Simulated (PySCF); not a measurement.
**Electronic structure of K⁺ (potassium, charge +1) at the UHF level**

Configuration: [Ar], closed-shell 1S. All numbers are calculated (PySCF 2.14, the spin-free X2C one-electron Hamiltonian (Gaussian nucleus), in cc-pVDZ-X2C (5s4p2d, 27 functions)).

| Item | Value |
| --- | --- |
| Total energy | -601.309282 hartree |
| One-electron energy | -822.7788 hartree |
| Hartree (Coulomb) energy | 254.2495 hartree |
| Exchange energy | -32.7800 hartree |
| ⟨S²⟩ | 0.0000 |
| ⟨L²⟩ | 0.000 |
| Sum of ⟨r⟩ | 14.15 bohr |
| Sum of ⟨r²⟩ | 19.50 bohr² |
| Langevin diamagnetic susceptibility | -15.4 ×10⁻⁶ cm³/mol |
| Time after the integrals | 0.03 s of wall time on 1 thread of Neoverse-V2 (shared host) |

| shell | electrons | mean orbital energy (eV) | rms radius, mean of both spins (bohr) |
| --- | --- | --- | --- |
| 1s | 2 | -3656.1 | 0.0937 |
| 2s | 2 | -403.38 | 0.418 |
| 2p | 6 | -319.67 | 0.388 |
| 3s | 2 | -53.834 | 1.37 |
| 3p | 6 | -31.872 | 1.55 |

Densities and radii are taken from the X2C orbitals without a picture-change correction, which distorts them close to the nucleus.
